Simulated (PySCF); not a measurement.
C4H9NSi, SMILES N[SiH]1CC=CC1. Geometry optimised at PBE0-D3(BJ)/def2-SVP. The values are those of a single conformer.

Computed equilibrium geometry at PBE0-D3(BJ)/def2-SVP (PySCF confirms it by a frequency run) as a Z-matrix (one conformer of several):
```
Si
N 1 1.7343
H 2 1.0138 1 119.49
H 2 1.0145 3 110.38 1 -143.67
H 1 1.4948 2 105.96 3 43.66
C 1 1.8966 5 115.91 2 -122.63
H 6 1.1036 1 112.37 5 108.08
H 6 1.1051 7 105.79 1 122.67
C 6 1.5054 7 112.59 8 121.91
C 9 1.3428 6 118.94 7 130.89
H 9 1.0960 10 120.86 6 -179.49
H 10 1.0963 9 120.75 11 0.22
C 10 1.5056 12 120.35 9 179.40
H 13 1.1038 10 112.21 12 48.45
H 13 1.1057 14 105.91 10 121.42
```
